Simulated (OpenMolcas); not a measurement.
# Ne²⁺: from CASSCF to CASPT2

```json
{
 "Program": "OpenMolcas 26.06",
 "Basis": "ANO-R2 [4s4p2d1f]",
 "Scalar Hamiltonian": "X2C, finite nucleus",
 "Active space": "6 electrons in 4 orbitals (2s 2p)",
 "State averaging": "2S+1 = 3 even, 3 roots; 2S+1 = 1 even, 6 roots; 2S+1 = 3 odd, 3 roots; 2S+1 = 1 odd, 3 roots",
 "Spin-orbit coupling": "state interaction with AMFI integrals over the reference wave functions, term energies averaged over their components"
}
```

Methods on the same reference wave functions:
A. CASSCF
B. SS-CASPT2, IPEA 0.25 Eh, imaginary shift 0.1 Eh (closed shells correlated: 1s)
C. XMS-CASPT2, IPEA 0.25 Eh, imaginary shift 0.1 Eh (closed shells correlated: 1s)

Energies in cm-1 above 2s2 2p4 3P2, the measured ground level; measured values from Moore, Atomic Energy Levels, vol. I, NSRDS-NBS 35 (1971 reprint of NBS Circular 467, 1949).

```json
{"Level": "2s2 2p4 3P2", "A": "0.0", "B": "0.0", "C": "0.0", "Measured": "0.0"}
{"Level": "2s2 2p4 3P1", "A": "600", "B": "600", "C": "600", "Measured": "650"}
{"Level": "2s2 2p4 3P0", "A": "884", "B": "885", "C": "885", "Measured": "927"}
{"Level": "2s2 2p4 1D2", "A": "27825", "B": "26170", "C": "26310", "Measured": "25841"}
{"Level": "2s2 2p4 1S0", "A": "52757", "B": "55700", "C": "56450", "Measured": "55747"}
{"Level": "2s 2p5 3P* 2", "A": "214477", "B": "205640", "C": "205310", "Measured": ""}
{"Level": "2s 2p5 3P* 1", "A": "215058", "B": "206220", "C": "205890", "Measured": "204879"}
{"Level": "2s 2p5 3P* 0", "A": "215351", "B": "206520", "C": "206180", "Measured": "205204"}
{"Level": "2s 2p5 1P* 1", "A": "312681", "B": "293960", "C": "293540", "Measured": ""}
```

Deviations, from unrounded energies. A percentage is the sum of absolute deviations over the sum of measured energies, with the sign that they share, or ± where signs differ.

```tsv
Against measurement	Levels	A	B	C
mean absolute deviation (cm-1)	6	4200	520	540
fine structure of the ground term (%)	2	-5.9	-5.8	-5.8
other terms of the ground configuration (%)	2	±6.1	±0.5	+1.4
other configurations (%)	2	+5.0	+0.6	+0.5
```

B, C lie about equally close to measurement and A furthest from it. The largest miss of B in the table is 2s 2p5 3P* 1, by +1300 cm-1. The ranking rests on the paired levels alone, and a cruder setting can come out closer through cancelling errors.

Between B and C the level of the table that moves most is 2s2 2p4 1S0, by 760 cm-1 (lowest in B, highest in C). Moves below CASPT2's spread within the term are not significant.

The mean deviations of B to C differ by less than CASPT2's widest spread within a term (570 cm-1), so their order carries little weight.

From A to B the spin-free energies of the other terms of 2s2 2p4 shown, above 3P, scale by factors of 0.94 to 1.06.

The lowest spin-free term lies below A's lowest term by 0.175 hartree in B, 0.178 hartree in C.

CASPT2 breaks the degeneracy within a term, and the mean is taken; among the terms shown or strongly mixed into the levels shown the widest spread is 570 cm-1 (2s2 2p4 1D, C). Measured partners are found by configuration, term and J. A level has none where our copy of the source lacks it or the pairing is in doubt (some pairs that miss far off the trend of their configuration count as doubtful), and it then counts in no deviation. Levels of configurations outside the active space are missing.

* marks odd parity.
